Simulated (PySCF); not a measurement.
**Worked example: refractive index and permittivity of the vapour**

C₃H₄ClFSi, SMILES FC=C=C([SiH3])Cl.

The structure is a stationary point at B3LYP-D3(BJ)/def2-SVP. The structure was generated by enumeration, and PubChem lists no compound with its InChIKey, so it may never have been made.

PBE/def2-TZVP run with PySCF gives a mean static polarisability of 82.9 bohr³ and a dipole moment of 1.47 D. Take an ideal gas at 298.15 K and 1 bar, whether or not the substance is that volatile.

Q: Work out n − 1 in the optical limit and the static ε − 1.

A: 
Polarisability volume α' = 82.9 × 0.148185 = 12.28 Å³. Number density N = p/kT = 2.43e-5 Å⁻³.
Dilute limit of Lorentz–Lorenz: n − 1 = 2π N α' = 0.0019.
Orientation term of Debye: μ²/(3kT) = 8.098 Å³ × μ²(D²) = 17.50 Å³.
ε − 1 = 4π N (α' + μ²/3kT) = 0.0091. Orientation of the dipole supplies 59 % of the static response; it can't follow optical fields. Vibrational polarisation and dispersion are left out.
